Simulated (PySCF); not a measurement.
Molfile (atoms numbered from 1):
```
C3H11NSi
     RDKit          3D

 16 15  0  0  0  0  0  0  0  0999 V2000
   -1.5883    1.0937   -0.0560 C   0  0  0  0  0  0  0  0  0  0  0  0
   -0.4758    0.1065    0.2959 C   0  0  0  0  0  0  0  0  0  0  0  0
   -0.9172   -1.3320    0.0139 C   0  0  0  0  0  0  0  0  0  0  0  0
    0.7269    0.4522   -0.4281 N   0  0  0  0  0  0  0  0  0  0  0  0
    2.3140    0.0721    0.0999 Si  0  0  0  0  0  4  0  0  0  0  0  0
   -1.2568    2.1108    0.1374 H   0  0  0  0  0  0  0  0  0  0  0  0
   -1.8461    1.0084   -1.1104 H   0  0  0  0  0  0  0  0  0  0  0  0
   -2.4780    0.8949    0.5362 H   0  0  0  0  0  0  0  0  0  0  0  0
   -0.2398    0.1978    1.3616 H   0  0  0  0  0  0  0  0  0  0  0  0
   -1.8082   -1.5791    0.5854 H   0  0  0  0  0  0  0  0  0  0  0  0
   -0.1237   -2.0239    0.2852 H   0  0  0  0  0  0  0  0  0  0  0  0
   -1.1373   -1.4561   -1.0451 H   0  0  0  0  0  0  0  0  0  0  0  0
    0.5552    0.4718   -1.4231 H   0  0  0  0  0  0  0  0  0  0  0  0
    2.6489   -1.3623    0.1664 H   0  0  0  0  0  0  0  0  0  0  0  0
    2.4367    0.6295    1.4471 H   0  0  0  0  0  0  0  0  0  0  0  0
    3.1819    0.7247   -0.8777 H   0  0  0  0  0  0  0  0  0  0  0  0
  1  2  1  0
  2  3  1  0
  2  4  1  0
  4  5  1  0
  1  6  1  0
  1  7  1  0
  1  8  1  0
  2  9  1  0
  3 10  1  0
  3 11  1  0
  3 12  1  0
  4 13  1  0
  5 14  1  0
  5 15  1  0
  5 16  1  0
M  END
```

No relativistic terms, a single conformation, in vacuum, one averaged value for each set of equivalent atoms. GIAO PBE0/pcSseg-1 shieldings; structure optimised with GFN2-xTB; PySCF.

References, each an isolated molecule treated in the same way: ¹³C (σref 186.93), ¹H (σref 31.72), ²⁹Si (σref 349.16) against TMS; ¹⁵N (σref 267.73) vs NH3.

```tsv
atoms	nucleus	count	δ (ppm)
H9	¹H	1	2.77
H14/H15/H16	¹H	3	?
Si5	²⁹Si	1	-60.8
H13	¹H	1	-0.58
H6/H7/H8/H10/H11/H12	¹H	6	1.14
C1/C3	¹³C	2	28.9
C2	¹³C	1	49.7
N4	¹⁵N	1	?
```

Fill in the missing shifts.

Results:


- H14/H15/H16: 4.66 ppm, hydrogen on a silicon bonded to N
- N4: 44.5 ppm, nitrogen bonded to C, Si, H

Exchangeable OH/NH protons stand at their gas-phase positions; hydrogen bonding in a real sample shifts them, mostly to higher δ. Shifts are as computed. Against solution values, carbons near 30 ppm lie about +3 ppm off and those near 130 ppm about +5 ppm. Of 1211 compounds with measured shifts, 218 miss one by over three times the rms of a fit or turn the order of signals round; such compounds aren't used in these exercises. Experimental scales use liquid or dissolved standards, which lie at an offset from isolated NH3 (liquid NH3: subtract about 20 ppm).
